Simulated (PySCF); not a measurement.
Compound: C₇H₅NO.
Atom-mapped SMILES: `[N:1]#[C:2][O:3][c:4]1[cH:5][cH:6][cH:7][cH:8][cH:9]1` (hydrogens: H10 on C5; H11 on C6; H12 on C7; H13 on C8; H14 on C9)

Geometry (GFN2-xTB, Å), atoms numbered from 1 in this order:
```
atom  x, y, z in Å
N1     3.8042   -1.0903    0.3832
C2     2.9787   -0.3064    0.2656
O3     2.1153    0.6174    0.1371
C4     0.7595    0.3241    0.0414
C5    -0.0968    1.4074   -0.0933
C6    -1.4569    1.1798   -0.1912
C7    -1.9534   -0.1132   -0.1564
C8    -1.0873   -1.1849   -0.0236
C9     0.2770   -0.9749    0.0773
H10    0.3118    2.4054   -0.1190
H11   -2.1294    2.0175   -0.2949
H12   -3.0157   -0.2857   -0.2332
H13   -1.4702   -2.1933    0.0024
H14    0.9626   -1.8034    0.1826
```

Computed, not measured: wB97X-D/def2-SVPD in PySCF (dipole) on a GFN2-xTB geometry, gas phase.

Take the most abundant isotopes and a rigid rotor. The values belong to one conformer with, in the numbering `[N:1]#[C:2][O:3][c:4]1[cH:5][cH:6][cH:7][cH:8][cH:9]1`, C2–O3–C4–C5 180°.

Question: Give the principal moments of inertia and the rotational constants in GHz.

Answer: Ia = 104.10, Ib = 456.13, Ic = 560.23 u·Å²; 505379 MHz·u·Å²/I gives 4855, 1108 and 902.1 MHz, that is A = 4.8548, B = 1.1080, C = 0.9021 GHz.

Question: Classify the top.

Answer: An asymmetric top. Ray's parameter κ = (2B − A − C)/(A − C) = -0.896; −1 is the prolate and +1 the oblate limit.

Question: Is it planar, by Δ = Ic − Ia − Ib?

Answer: Planar: Δ = Ic − Ia − Ib = 0.00 u·Å². For a rigid frame Δ = −2 Σ m c², so it vanishes when all atoms lie in the ab plane; here none is more than 0.01 Å from it.

Question: List the rotational levels J(Ka,Kc) to J = 4 (K).

Answer: Above 0(0,0), as E/k:
J = 1: 1(0,1) 0.096, 1(1,1) 0.276, 1(1,0) 0.286
J = 2: 2(0,2) 0.289, 2(1,2) 0.459, 2(1,1) 0.489, 2(2,1) 1.028, 2(2,0) 1.029
J = 3: 3(0,3) 0.577, 3(1,3) 0.734, 3(1,2) 0.793, 3(2,2) 1.318, 3(2,1) 1.320, 3(3,1) 2.242, 3(3,0) 2.242
J = 4: 4(0,4) 0.959, 4(1,4) 1.099, 4(1,3) 1.198, 4(2,3) 1.703, 4(2,2) 1.709, 4(3,2) 2.629, 4(3,1) 2.629, 4(4,1) 3.921, 4(4,0) 3.921
The levels of one J sum to (2J + 1)J(J + 1)(A + B + C)/3.

Question: Which lines would a microwave search look for?

Answer: The dipole components are |μa| = 4.56 D, |μb| = 0.84 D, |μc| = 0.00 D; the mirror of this Cs structure is the ab plane, so μc vanishes by symmetry and there are no c-type lines. The squared components, which scale the intensities, stand as 1.00 : 0.03 (a : b). Some lines, for components of 0.1 D or more:

```csv
type,branch,"J(Ka,Kc)",MHz,lower level (cm⁻¹)
a,Q,"2(1,1) ← 2(1,2)",618,0.319
b,R,"3(0,3) ← 2(1,2)",2448,0.319
a,R,"2(0,2) ← 1(0,1)",4012,0.067
a,R,"2(1,1) ← 1(1,0)",4226,0.199
b,R,"4(0,4) ← 3(1,3)",4690,0.510
a,R,"4(2,2) ← 3(2,1)",8116,0.917
a,R,"4(1,3) ← 3(1,2)",8435,0.551
a,R,"5(0,5) ← 4(0,4)",9889,0.666
b,Q,"3(2,1) ← 3(1,2)",10978,0.551
b,Q,"2(2,0) ← 2(1,1)",11249,0.340
b,R,"5(1,5) ← 4(0,4)",12424,0.666
b,R,"4(3,2) ← 3(2,1)",27269,0.917
b,R,"5(3,2) ← 4(2,3)",29358,1.184
b,R,"5(4,2) ← 4(3,1)",37001,1.827
```

Stationary, but not proved a minimum. Zero-point vibration and centrifugal distortion are left out. Quadrupole hyperfine structure (14N) is left out.
